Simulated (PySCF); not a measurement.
**Correlation energy of Sc⁺ (scandium, charge +1)**

[Ar] 3d1 4p1, one real determinant (an excited configuration). Computed with PySCF 2.14 in ANO-RCC-VTZP (6s5p3d2f1g, 59 functions), with the spin-free X2C one-electron Hamiltonian (Gaussian nucleus). Frozen: [Ne]; 10 electrons correlated.

MP2 pair energies summed by pair of shells (mhartree):

```json
{"pair": "3p-3p", "energy": "-159.23", "share (%)": "58.9"}
{"pair": "3s-3p", "energy": "-45.22", "share (%)": "16.7"}
{"pair": "3p-3d", "energy": "-38.60", "share (%)": "14.3"}
{"pair": "3p-4p", "energy": "-9.62", "share (%)": "3.6"}
{"pair": "3s-3s", "energy": "-8.60", "share (%)": "3.2"}
{"pair": "3s-3d", "energy": "-6.38", "share (%)": "2.4"}
{"pair": "3d-4p", "energy": "-1.89", "share (%)": "0.7"}
{"pair": "3s-4p", "energy": "-0.66", "share (%)": "0.2"}
```

Total MP2 correlation energy: -270.19 mhartree.

Same-spin part -71.19 and opposite-spin part -199.00 mhartree; SCS-MP2 scales them by 1/3 and 6/5 to -262.53 mhartree.

The basis was made for the ground configuration and has no added diffuse functions, which can raise the energy of the promoted electron.

The reference is one real determinant that mixes LS terms of this configuration.
